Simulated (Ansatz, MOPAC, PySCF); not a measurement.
Dimer: stibine (SMILES [SbH3]) (first 4 atoms) with stibine (SMILES [SbH3]); geometry from B3LYP-D3(BJ)/def2-TZVP, rigid monomers moved along the line of their centres of mass till Sb1···Sb5 is 5.03 Å.
(charge 0, multiplicity 1):
```xyz
8

Sb     0.3451    -0.3220    -0.4202
H      1.6069    -0.2715     0.7382
H     -0.4480    -1.5696     0.4464
H     -0.5328     0.8779     0.4312
Sb    -0.5826    -0.0330     4.5192
H     -0.1762     1.5719     4.0798
H     -1.2212     0.4974     6.0225
H     -2.1178     0.1014     3.7723
```

Counterpoise-corrected where a basis set is named; no monomer relaxation. Rows marked so take none.

Frozen-core correlation. Filled d and f shells under p-block atoms count as core. Rows in 3-21G carry no dispersion term and start afresh at each structure; the Pople sets are all-electron and without relativity. The state reached by PM6 isn't checked.

Programs: Ansatz (Gaussian orbitals); MOPAC for PM6 (differences of heats of formation); PySCF for 3-21G rows, the dispersion terms.  In def2 rows elements past Kr take small-core potentials, without spin–orbit coupling.

| level | interaction energy (kcal/mol) |
|---|---|
| PM6 | -0.24 |
| HF/def2-SVPD | 0.06 |
| PBE-D3(BJ)/def2-TZVPPD | -1.24 |
| B3LYP/3-21G (no counterpoise) | -0.28 |
| B3LYP-D4/def2-TZVPPD | -1.17 |
| PBE0-D4/def2-TZVPPD | -1.25 |
| wB97X-V/def2-TZVPPD | -0.97 |
| CCSD/def2-TZVPPD | (withheld) |
| CCSD(T)/def2-TZVPPD | (withheld) |

Problem. Fill in the missing entries.

Solution. 
- CCSD/def2-TZVPPD, interaction energy (kcal/mol): -0.70
- CCSD(T)/def2-TZVPPD, interaction energy (kcal/mol): -0.84

Ansatz is a first-principles code.
